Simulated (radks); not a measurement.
Values are calculated unless marked as measured or tabulated.
Problem. I IX, 45 electrons, occupied as [Ar] 3d10 4s1 4p6 4d10 (not the ground configuration). Code: a radial shooting solver on a logarithmic mesh with Libxc functionals. Model: non-relativistic Kohn-Sham, PBE, spin-polarised, spherical densities, point nucleus; open shells are filled with parallel spins first (spin-orbit coupling, left out, can overturn this in heavy ions); relativity is left out, which matters for an element this heavy. Some entries of the table are withheld. Estimate them.

orbital,occ.,eigenvalue (hartree),<r> (bohr)
1s up,1,-1167.607,0.02868
1s down,1,-1167.593,0.02868
2s up,1,-179.7081,0.1235
2s down,1,-179.6976,0.1235
2p up,3,-169.1559,0.1051
2p down,3,-169.1452,0.1051
3s up,1,-39.72392,0.3277
3s down,1,-39.71027,0.3276
3p up,3,-35.28659,0.3180
3p down,3,-35.27252,0.3180
3d up,5,-27.03940,0.2886
3d down,5,-27.02579,0.2885
4s up,1,(1),0.7594
4s down,0,(2),0.7603
4p up,3,(3),(4)
4p down,3,(5),(6)
4d up,5,-6.10794,0.8672
4d down,5,-6.06595,0.8698

Solution. 
(1) 4s up eigenvalue (hartree): -10.39591
(2) 4s down eigenvalue (hartree): -10.34499
(3) 4p up eigenvalue (hartree): -8.82164
(4) 4p up <r> (bohr): 0.7887
(5) 4p down eigenvalue (hartree): -8.77326
(6) 4p down <r> (bohr): 0.7900
